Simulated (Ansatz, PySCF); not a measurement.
Here is a job for PySCF.
```python
from pyscf import gto, scf, dft

mol = gto.M(
    atom='''
Si   -1.49296222    0.17053097    0.31614310
As    0.75371282   -0.07592101   -0.21903957
H    -2.29367511   -0.77990177   -0.46688108
H    -1.93901103    1.52536083   -0.03432123
H    -1.81909019   -0.04494677    1.73089424
H     0.88634284   -1.32044560    0.60966261
H     1.19438155    0.73789324    0.96294779
''',
    basis='cc-pvdz',
    verbose=3,
)

mf = dft.RKS(mol)
mf.xc = 'b3lyp5'
mf.grids.atom_grid = (99, 590)
mf.grids.prune = None
mf.kernel()
```

Question: Write the same job for Ansatz (a program for electronic structure).

Answer: This is not unique; one that fits is 
Ansatz 0.2 input:
```yaml
crystal:
  periodic: [false, false, false]
  atoms:
    - {symbol: Si, position_ang: [-1.49296222, 0.17053097, 0.31614310]}
    - {symbol: As, position_ang: [0.75371282, -0.07592101, -0.21903957]}
    - {symbol: H, position_ang: [-2.29367511, -0.77990177, -0.46688108]}
    - {symbol: H, position_ang: [-1.93901103, 1.52536083, -0.03432123]}
    - {symbol: H, position_ang: [-1.81909019, -0.04494677, 1.73089424]}
    - {symbol: H, position_ang: [0.88634284, -1.32044560, 0.60966261]}
    - {symbol: H, position_ang: [1.19438155, 0.73789324, 0.96294779]}
basis:
  gaussian:
    orbitals: cc-pVDZ
hamiltonian:
  xc: b3lyp5
accuracy: high
```

Both were run: PySCF gave -2528.193453 Eh and Ansatz -2528.193453 Eh, 0.000 mEh apart.
